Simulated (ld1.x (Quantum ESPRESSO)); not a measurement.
**Ir (Z = 77), PAW: configuration errors across variants**

```
Element                 : iridium
Generator               : ld1.x (Quantum ESPRESSO) 7.5
Type                    : PAW
Functional              : LDA (PZ)
Relativity              : scalar-relativistic
Frozen core             : [Xe] 4f14
Valence charge          : 9
Reference configuration : 5d7 6s1.5 6p0.5
Partial waves           : 6s (bound): rcut 2.15, rcutus 2.25 bohr; 6s channel at 0.15 Ry: rcut 2.15, rcutus 2.25 bohr; 6p (bound): rcut 2.85, rcutus 3.25 bohr; 6p channel at 5.05 Ry: rcut 2.85, rcutus 3.25 bohr; 5d (bound): rcut 1.25, rcutus 1.75 bohr; 5d channel at 0.45 Ry: rcut 1.25, rcutus 1.75 bohr
Local potential         : all-electron potential smoothed inside 1.85 bohr (lloc = -1)
Core correction         : a·sin(br)/r model core, default radius (ld1.x builds one for every PAW set, though the input has nlcc=.false.)
Augmentation charge     : GAUSS, radius 1.10 bohr
```

All-electron excitation energies from the reference (eV): (1) 5d7 6s2 6p0 -2.657; (2) 5d7 6s1 6p0 7.528; (3) 5d7 6s0 6p0 25.378; (4) 5d5 6s0 6p0 100.101; (5) 5d7 6s1.5 6p0 1.519.

The default core radius of the base comes out at 1.20 bohr.

The overlap operator is not positive definite (basis up to 400 Ry) in “waves 5d (bound): rcut 1.25, rcutus 2.58 bohr; 5d channel at 0.45 Ry: rcut 1.25, rcutus 2.58 bohr”. Such files are unfit for use, however small their errors in these radial tests.

Tests that are not counted but printed errors over 1 eV. “waves 5d (bound): rcut 1.25, rcutus 2.58 bohr; 5d channel at 0.45 Ry: rcut 1.25, rcutus 2.58 bohr”: 5d5 6s0 6p0 (solver errors, printed error -205 eV).

4 further variants failed, have other tests or too few solved ones, and are left out.

A true bound ghost makes a file unfit for plane-wave use even where its test errors are small: the radial tests pick states by their node count and pass the ghost by. Where a test does run into it, the solver fails or the error is huge.

Errors AE − PS in meV (a dash: test not solved or not reliable):

```tsv
change	(1)	(2)	(3)	(4)	(5)	bound ghosts
base	+0.6	-0.6	+1.8	-536	-0.1	s
waves 5d (bound): rcut 1.25, rcutus 2.58 bohr; 5d channel at 0.45 Ry: rcut 1.25, rcutus 2.58 bohr	+0.8	+30	+167	–	+7.4	s (d not tested, overlap not positive)
all radii but the core radius scaled by about 1.15 (s 2.60, p 3.74, d 2.02 bohr, rcut 2.48/3.28/1.44); local potential all-electron potential smoothed inside 2.14 bohr (lloc = -1); augmentation GAUSS, radius 1.26 bohr	+1.3	+5.5	+12	-537	+1.7	none
augmentation PSQ, inside the norm-conserving radii	+0.8	-3.0	-8.1	-538	-0.8	s
```

Q: Give the same row for: core correction a·sin(br)/r model core inside 1.24 bohr.

A: +0.6, -0.7, -2.3, -480, 0.0; bound ghosts: s.
